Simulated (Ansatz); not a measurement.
`F[SiH2][S][AlH2]`, 8 atoms. Charge 0, multiplicity 1. All runs use 2 threads of an Arm Neoverse V1 on a shared host. Correlated methods freeze the cores.

(1) How many basis functions does each run have, and how long does it take in Ansatz? RKS ωB97M-V/def2-SVP energy; RKS HSE06 (plane-wave form)-D4/def2-TZVPP energy; RHF-CCSD(T)/def2-SVP energy; RKS PBE0-D4/def2-TZVP relaxation (11 steps); RKS PBE-D4/def2-TZVPP energy and forces; direct RPA on PBE orbitals/def2-TZVPP energy; RHF-MP2/def2-QZVPP energy; RHF-CCSD(T)/def2-TZVPP energy; RKS B97M-V/def2-TZVPP energy; RKS PBE0-D4/def2-QZVPP energy; RKS PBE0-D4/def2-TZVP frequencies; RKS PBE0-D4/def2-SVP energy. (Estimate.)

Results:

(1) Ansatz gave: Other jobs shared the machine, so times are rough.

| level | job | functions | wall time | peak host memory (GiB) |
| --- | --- | --- | --- | --- |
| RKS PBE0-D4/def2-SVP | energy | 88 | 1.6 s | 0.43 |
| RHF-CCSD(T)/def2-SVP | energy | 88 | 2.4 s | 0.43 |
| RKS PBE-D4/def2-TZVPP | energy and forces | 213 | 3.1 s | 0.26 |
| RKS HSE06 (plane-wave form)-D4/def2-TZVPP | energy | 213 | 4.2 s | 0.52 |
| direct RPA on PBE orbitals/def2-TZVPP | energy | 213 | 6 s | 0.43 |
| RKS ωB97M-V/def2-SVP | energy | 88 | 7.5 s | 0.43 |
| RKS PBE0-D4/def2-QZVPP | energy | 387 | 12 s | 1.1 |
| RKS B97M-V/def2-TZVPP | energy | 213 | 12 s | 0.34 |
| RHF-MP2/def2-QZVPP | energy | 387 | 20 s | 1.7 |
| RKS PBE0-D4/def2-TZVP | relaxation (11 steps) | 166 | 48 s | 0.4 |
| RHF-CCSD(T)/def2-TZVPP | energy | 213 | 76 s | 2.7 |
| RKS PBE0-D4/def2-TZVP | frequencies | 166 | 2.2 min | 0.43 |
